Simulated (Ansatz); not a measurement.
```yaml
crystal:
  periodic: [false, false, false]
  atoms:
    - {symbol: F, position_ang: [-2.202393, -0.060518, -0.216473]}
    - {symbol: Ga, position_ang: [-0.495328, -0.397775, 0.003928]}
    - {symbol: Se, position_ang: [0.793379, 1.506781, -0.177017]}
    - {symbol: H, position_ang: [-0.069046, -1.862180, 0.280612]}
    - {symbol: H, position_ang: [2.023188, 0.740093, 0.067649]}
basis:
  gaussian: {orbitals: def2-mTZVPP}
hamiltonian: {xc: {name: HF}}
correlation: {method: rpa, electrons: all}
```

```sh
$ ansatz run in.yaml --threads 2 --pin off --events-out ev --progress --plain --max-ram 31744MiB --backend cpu
```

It prints (some lines left out):

```
Functional definition: HF
964 factors; integrals over basis functions are off by at most 1.5e-3 eV
mean field evaluation 1: about -120375.7817 eV, gradient 3.4e1 eV
mean field evaluation 2: about -120375.7893 eV, gradient 3.4e1 eV
mean field evaluation 4: about -120378.1041 eV, gradient 2.2e0 eV
mean field evaluation 8: about -120378.1323 eV, gradient 2.9e-1 eV
mean field -120378.13250571 eV, -4423.8147743559 hartree, gradient 4.5e-7 eV, S^2 0.000000; 0 other end points of the search recorded, 0 dependent functions left out
reference -120378.13250571 eV, -4423.8147743559 hartree; 38, 38 occupied and 68, 68 virtual orbitals, 964 factors
Total energy: -120403.01834891 eV, -4424.7293122255 hartree
```

It took 2.1 s on 2 threads of a server CPU on a shared host, with 0.24 GiB of host memory at the peak.
